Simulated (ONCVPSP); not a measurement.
## An all-electron radial function and its pseudo partner (Si)

Columns: radius, all-electron u(r) and pseudo u(r) of the 2p shell (level -95.56 eV) of silicon in the configuration [He] 2s2 2p6 3s2 3p2; PBE, scalar-relativistic, ONCV scheme, ONCVPSP 4.0.1.

| r (bohr) | all-electron | pseudo |
| --- | --- | --- |
| 0.055 | 0.1817 | 0.0656 |
| 0.110 | 0.5066 | 0.2468 |
| 0.165 | 0.8130 | 0.5071 |
| 0.220 | 1.0470 | 0.7955 |
| 0.275 | 1.2013 | 1.0604 |
| 0.330 | 1.2844 | 1.2624 |
| 0.385 | 1.3103 | 1.3804 |
| 0.440 | 1.2937 | 1.4135 |
| 0.495 | 1.2472 | 1.3761 |
| 0.550 | 1.1810 | 1.2909 |
| 0.605 | 1.1032 | 1.1817 |
| 0.660 | 1.0193 | 1.0667 |
| 0.715 | 0.9337 | 0.9574 |
| 0.770 | 0.8491 | 0.8584 |
| 0.825 | 0.7677 | 0.7702 |
| 0.880 | 0.6907 | 0.6909 |
| 0.935 | 0.6188 | 0.6187 |
| 0.990 | 0.5524 | 0.5523 |
| 1.045 | 0.4916 | 0.4915 |
| 1.100 | 0.4363 | 0.4363 |
| 1.155 | 0.3864 | 0.3863 |
| 1.210 | 0.3415 | 0.3414 |
| 1.265 | 0.3013 | 0.3012 |
| 1.320 | 0.2655 | 0.2655 |
| 1.375 | 0.2337 | 0.2337 |
| 1.430 | 0.2056 | 0.2055 |

Problem. How many radial nodes do the two functions have?

Solution. The all-electron 2p function has n − l − 1 = 0; the pseudo-wave has 0.

Problem. At about which radius was the pseudo-wave matched?

Solution. 0.95 bohr. The columns agree to 0.0005 from 0.88 bohr on; several derivatives are matched, so the curves merge somewhat inside the radius.

Problem. Is the pseudo-wave norm-conserving?

Solution. Yes: the ONCV scheme keeps the norm inside the radius equal to the all-electron one, which fixes the energy derivative of the logarithmic derivative at the level.
